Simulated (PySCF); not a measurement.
Ge(F)2(Br)(NH2) (BrF2GeH2N), SMILES [Br][Ge]([F])([F])[NH2].

The structure is a stationary point at B3LYP-D3(BJ)/def2-SVP. This is a generated structure with no PubChem entry under its InChIKey; it may be hypothetical. Other conformers were not sampled.

Two levels are set side by side: TDA-PBE/def2-SVPD (PySCF) and TDA-B3LYP/def2-SVPD (PySCF). Vertical, same geometry. The lowest singlet is HOMO→LUMO 96 % with PBE and HOMO→LUMO 94 % with the other functional; states are paired by order. Differences are taken from unrounded values.

```json
[
 {"quantity": "lowest singlet excitation (eV)", "TDA-PBE": "5.09"},
 {"quantity": "lowest triplet excitation (TDA) (eV)", "TDA-PBE": "4.52"},
 {"quantity": "first bright state (f over 0.05) (eV)", "TDA-PBE": "5.09"},
 {"quantity": "its oscillator strength", "TDA-PBE": "0.06"}
]
```

Q: These are the TDA-PBE values. What does TDA-B3LYP give? (Estimate from the structure and the level; the computed values follow.)

A: 
| quantity | TDA-B3LYP | TDA-PBE minus TDA-B3LYP |
|---|---|---|
| lowest singlet excitation (eV) | 5.61 | -0.51 |
| lowest triplet excitation (TDA) (eV) | 4.97 | -0.45 |
| first bright state (f over 0.05) (eV) | 5.61 | -0.51 |
| its oscillator strength | 0.07 | -0.01 |

A lower first singlet is the usual sign of a functional without exact exchange. Differences between two approximate levels are no errors against the true value.

Rough cost on one machine, each run with all the roots and properties that it gave: TDA-B3LYP against TDA-PBE about 3 times.
